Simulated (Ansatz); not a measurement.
A made-up structure of CH4BrSi (charge +1), singlet:

C1  (-0.714, 0.459, -0.285)
Si2  (0.829, -0.316, 0.272)
Br3  (0.890, -2.345, 0.861)
H4  (-0.553, 1.512, -0.526)
H5  (-1.476, 0.364, 0.498)
H6  (-1.090, -0.072, -1.167)
H7  (1.018, -3.613, 1.670)
(Å)

It is relaxed with PBE-D4/def2-SVP and then PBE0-D4/def2-TZVP (Ansatz 0.2.0). Atoms count as bonded within 1.22 times the sum of their covalent radii (H–H: 0.88 Å). The end point is not checked to be a true minimum.

Q: Does its bonding change? (A judgement: the text doesn't fix the answer.)

A: Computed: No: no bond forms or breaks.

Where it ends: The first stage lowers the energy by 1.94 eV in 13 steps. It ends as CH₄BrSi ([CH3][Si][BrH]), total charge +1:
C1  (-0.601, 0.180, -0.137)
Si2  (1.232, 0.131, 0.092)
Br3  (1.309, -2.280, 0.981)
H4  (-0.866, 1.170, -0.527)
H5  (-1.146, 0.033, 0.804)
H6  (-0.954, -0.570, -0.857)
H7  (-0.072, -2.675, 0.966)
(Å)

Labels in which every atom is bracketed show which atoms are joined, not bond orders.

For scale, one of the runs: PBE0-D4/def2-TZVP relaxation, 140 basis functions, launched by `ansatz run in.yaml --threads 2 --pin off --events-out ev --progress --plain --max-ram 4352MiB`. The run took about 27 s on 2 CPU threads of an Arm Neoverse V2 (shared host).
